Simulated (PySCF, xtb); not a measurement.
C₆H₁₀, SMILES C(=C)CCC=C. One conformer was computed; it need not be the lowest.

Harmonic wavenumbers (cm⁻¹) from GFN2-xTB (xtb) at its own minimum, in rising order: 60, 102, 120, 244, 308, 429, 526, 554, 649, 852, 869, 895, 901, 947, 1005, 1020, 1023, 1035, 1091, 1146, 1161, 1231, 1279, 1307, 1327, 1347, 1417, 1424, 1466, 1483, 1720, 1724, 2925, 2953, 2963, 2982, 3037, 3067, 3093, 3108, 3120, 3128.

Problem. What does B3LYP-D3(BJ)/def2-SVP (PySCF) give at its own minimum? (The exact figures need the calculation; the answer reports its results.)

Solution. 78, 119, 149, 249, 317, 427, 550, 556, 672, 830, 846, 935, 938, 942, 1006, 1015, 1034, 1040, 1076, 1157, 1200, 1265, 1307, 1319, 1346, 1379, 1427, 1436, 1442, 1464, 1721, 1722, 3006, 3017, 3043, 3076, 3126, 3128, 3144, 3151, 3222, 3231. Paired by order, the mean absolute difference is 31 cm⁻¹ and the zero-point energies are 87.3 and 88.8 kcal/mol.
